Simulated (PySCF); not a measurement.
# Energy of Bi⁻ (bismuth, charge -1) between two integer charges

The 6p beta orbital of [Xe] 4f14 5d10 6s2 6p4 is emptied in steps (occupation f), with all orbitals relaxed, ending at [Xe] 4f14 5d10 6s2 6p3. All numbers are calculated (PySCF 2.14, scalar relativity through the core potential, in aug-cc-pVTZ-PP with ECP60MDF). The exact energy is a straight line in f; departures are measured from the line between the end points of the same method.

```tsv
f	LDA (eV)	PBE (eV)	PBE0 (eV)	r2SCAN (eV)	LC-wPBE (eV)	BHandHLYP (eV)	CAM-B3LYP (eV)	r2SCAN0 (eV)
1	0.000	0.000	0.000	0.000	0.000	0.000	0.000	0.000
0.75	-0.467	-0.444	-0.304	-0.400	0.081	-0.193	-0.143	-0.278
0.5	-0.639	-0.605	-0.412	-0.530	0.102	-0.268	-0.201	-0.365
0.25	-0.490	-0.462	-0.313	-0.386	0.074	-0.209	-0.159	-0.263
0	0.000	0.000	0.000	0.000	0.000	0.000	0.000	0.000
```

Question: For LC-wPBE, how does the orbital energy at f = 1 compare with the removal energy?

Answer: −ε = 1.147 eV against a total-energy difference of 0.683 eV. By Janak's theorem ε = ∂E/∂f, so the gap between them reflects the curvature. Along the path −ε is 0.878 (f = 0.75), 0.666 (f = 0.5), 0.473 (f = 0.25) eV.

| method | E(f=0) − E(f=1) (eV) | −ε at f=1 (eV) | −ε at f=0.5 (eV) |
| --- | --- | --- | --- |
| LDA | 1.123 | -1.301 | 1.060 |
| PBE | 0.879 | -1.430 | 0.829 |
| PBE0 | 0.790 | -0.800 | 0.766 |
| r2SCAN | 0.783 | -1.338 | 0.816 |
| LC-wPBE | 0.683 | 1.147 | 0.666 |
| BHandHLYP | 0.792 | -0.194 | 0.750 |
| CAM-B3LYP | 0.938 | 0.220 | 0.896 |
| r2SCAN0 | 0.761 | -0.716 | 0.797 |

At f = 1 the orbital energy is positive for LDA, PBE, PBE0, r2SCAN, BHandHLYP, r2SCAN0: only the finite basis holds the electron.

Reference removal energy between the ground levels: 0.942 eV (measured; photodetachment measurements, as compiled on the Wikipedia data page of electron affinities). The calculation has no spin-orbit coupling.
